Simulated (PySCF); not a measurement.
Computed IR spectrum (relative IR intensity) of a molecule C₃H₁₁ClSi₂. The structure is a stationary point at PBE0-D3(BJ)/def2-SVP. One conformer was computed; it need not be the lowest. Computed with PySCF with PBE0-D3(BJ)/def2-SVP. Frequencies are harmonic and unscaled.

Lines under 2 % of the strongest are left out, and lines within 2 cm⁻¹ are merged.

| ν (cm⁻¹) | relative intensity |
|---|---|
| 229 | 2.1 |
| 279 | 3.5 |
| 483 | 17 |
| 560 | 5.3 |
| 672 | 8.9 |
| 686 | 3.2 |
| 695 | 6.1 |
| 712 | 9.7 |
| 768 | 33 |
| 820 | 67 |
| 840 | 93 |
| 857 | 100 |
| 934 | 86 |
| 943 | 49 |
| 953 | 24 |
| 1077 | 65 |
| 1263 | 27 |
| 1268 | 15 |
| 1370 | 4.8 |
| 1427 | 2.2 |
| 1435 | 5.0 |
| 2221 | 82 |
| 2226 | 50 |
| 2252 | 47 |
| 3161 | 2.6 |

Task: Which structure fits?
A. CC[Si@H](Cl)[SiH2]C
B. CC[SiH2]C[SiH2]Cl
C. C[Si](C)(Cl)C[SiH3]
D. CC([SiH3])([SiH3])CCl

Result: C, C[Si](C)(Cl)C[SiH3]
